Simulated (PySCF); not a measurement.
These compounds are isomers of formula C6H11NSi.

A. `N1([SiH2]C)CC(=C)C1=C`
B. `CC[Si@H]1C[C@H](C#N)C1`
C. `C(C/C=C\C[SiH2]C)#N`

Spectrum 1. ¹³C{¹H} NMR (computed): δ 140.2 (CH), 123.4 (CH), 122.8 (C), 18.6 (CH2), 16.1 (CH2), -5.7 (CH3).

Spectrum 2. ¹³C{¹H} NMR (computed): δ 130.0 (C), 20.0 (CH2), 18.7 (CH), 11.9 (CH2), 9.2 (CH3).

Spectrum 3. ¹³C{¹H} NMR (computed): δ 160.0 (C), 150.8 (C), 108.9 (CH2), 77.6 (CH2), 55.9 (CH2), -8.6 (CH3).

Calculated, not measured (PySCF): GFN2-xTB geometry, PBE0/pcSseg-1 with gauge-including orbitals. One computed conformer, relativity neglected, isolated molecule, one averaged value for each set of equivalent atoms.

Chemical shifts δ = σref − σ; ¹³C (σref 186.93) against TMS, all at this level. Shifts are as computed. Against solution values, carbons near 30 ppm lie about +3 ppm off and those near 130 ppm about +5 ppm. Of 1309 compounds with measured shifts, 239 miss one by over three times the rms of a fit or turn the order of signals round; such compounds aren't used in these exercises.

Which spectrum belongs to which compound?

## Answers

1–C, 2–B, 3–A.

- Spectrum 1 (C): 6 ¹³C signals; δC 140.2 is an alkene CH; δC 123.4 is an alkene CH.
- Spectrum 2 (B): 5 ¹³C signals; δC 130.0 is a nitrile carbon; δC 18.7 is an sp3 CH α to a nitrile.
- Spectrum 3 (A): 6 ¹³C signals; δC 160.0 is an alkene carbon bearing nitrogen; δC 150.8 is a fully substituted alkene carbon.
